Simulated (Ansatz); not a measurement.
Consider the formal hydrolysis of a Ti–F bond: `[NH2][Ti]([NH2])([OH])[F]` + H₂O → `[NH2][Ti]([NH2])([OH])[OH]` + H–F.

Calculated with Ansatz (gas phase, PBE0-D4/def2-TZVP geometries, no zero-point term in ΔE). CCSD(T)/CBS is the MP2 limit (def2-TZVPP, def2-QZVPP) plus CCSD(T) − MP2 in def2-TZVPP, frozen cores. This one scheme is used for every species. DFT in def2-TZVPP. B3LYP here is the variant with VWN-RPA as its local correlation; programs differ in this. HSE06 is defined as in plane-wave codes. For Ti outer-core shells are correlated without core-valence functions, which leaves a few kJ/mol of doubt a bond. Scalar relativity is left out up to krypton. One conformer a species, not always the lowest.

| level | ΔE (kJ/mol) | difference from CCSD(T)/CBS |
| --- | --- | --- |
| LDA (SPW92) | 53.9 | 4.6 |
| PBE-D4 | 57.2 | 7.9 |
| revPBE-D4 | 56.0 | 6.7 |
| BLYP-D4 | 56.9 | 7.6 |
| r2SCAN-D4 | 59.5 | 10.2 |
| B97M-V | 61.4 | 12.1 |
| PBE0-D4 | 55.4 | 6.1 |
| B3LYP-D4 | 55.9 | 6.6 |
| r2SCANh-D4 | 58.3 | 9.0 |
| r2SCAN0-D4 | 56.7 | 7.4 |
| HSE06-D4 | 55.3 | 6.0 |
| BHLYP-D4 | 55.5 | 6.2 |
| CAM-B3LYP-D4 | 57.7 | 8.4 |
| ωB97X-V | 58.9 | 9.6 |
| ωB97M-V | 56.9 | 7.6 |
| B2PLYP | 55.8 | 6.5 |
| PBE-QIDH | 53.2 | 3.9 |
| PBE | 59.5 | 10.2 |
| revPBE | 61.4 | 12.1 |
| BLYP | 61.7 | 12.4 |
| r2SCAN | 60.2 | 10.9 |
| PBE0 | 57.4 | 8.1 |
| r2SCANh | 59.0 | 9.7 |
| r2SCAN0 | 57.5 | 8.2 |
| HSE06 | 57.2 | 7.9 |
| BHLYP | 58.6 | 9.3 |
| CAM-B3LYP | 59.8 | 10.5 |
| LC-ωPBE | 61.7 | 12.4 |
| RPA@PBE/def2-TZVPP | 51.8 | 2.5 |
| MP2/def2-SVP | 57.6 | 8.3 |
| CCSD/def2-SVP | 59.1 | 9.8 |
| CCSD(T)/def2-SVP | 58.8 | 9.5 |
| HF/def2-TZVPP | 59.7 | 10.4 |
| MP2/def2-TZVPP | 47.6 | -1.7 |
| CCSD/def2-TZVPP | 52.0 | 2.7 |
| CCSD(T)/def2-TZVPP | 50.6 | 1.3 |
| HF/def2-QZVPP | 60.8 | 11.5 |
| HF/CBS(def2) | 61.0 | 11.7 |
| MP2/CBS(def2) | 46.3 | -3.0 |
| CCSD/CBS(def2) | 50.8 | 1.5 |
| CCSD(T)/CBS | 49.3 | 0 |

Largest T1 diagnostic among the species: 0.024, so the coupled-cluster value is less sure than usual.

From BLYP to BHLYP (50 % exact exchange), in def2-TZVPP and without D4, ΔE moves by −3.2 kJ/mol. Leaving LDA and LC-ωPBE aside and taking each functional with its dispersion term where it has one, the values spread over 8.2 kJ/mol, from PBE-QIDH to B97M-V. LDA lies −5.7 kJ/mol from PBE without D4.

CCSD(T)/CBS has its own doubt, a few kJ/mol and more with outer-core shells, so smaller differences from it don't rank the levels.
